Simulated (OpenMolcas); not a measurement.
Re5+ (d2) among equal point charges was computed by CASSCF with the d shell active (OpenMolcas, ANO-RCC-VTZP on the metal). Its lowest spin-free states, and all those of the highest spin:

```
2S+1  Degeneracy  E (cm-1)
   3           1       0.0
   3           2      1235
   3           1      6385
   3           2      8015
   1           2     11789
   1           1     11959
   3           1     12326
   1           2     15616
   3           1     19784
   1           2     20403
   3           2     22198
   1           1     23138
```

Task: Is the site octahedral, tetrahedral or cube-like, axial, or of lower symmetry?

Result: The states with 2S+1 = 3 have orbital degeneracies 1, 2, 1, 2, 1, 1, 2. There are pairs but no triples, so the site is axial: not cubic, but with a proper or improper axis of order three or more. The run had Re5+ among 6 point charges of -1.7 e arranged as a trigonal antiprism (D3d), 2.08 Å from the ion, with a polar angle of 49.8° against the regular 54.74°.

Spin-orbit coupling mixes the spin-free states strongly: the lowest level takes only 43 % from its leading state, 3E, which lies 1235 cm-1 above the lowest spin-free state. Without dynamic correlation the repulsion within the d shell is too large (B by tens of per cent), so at a given field states of lower spin stand too high. This is an electrostatic model: the charges have no orbitals. No measured value stands beside these numbers.
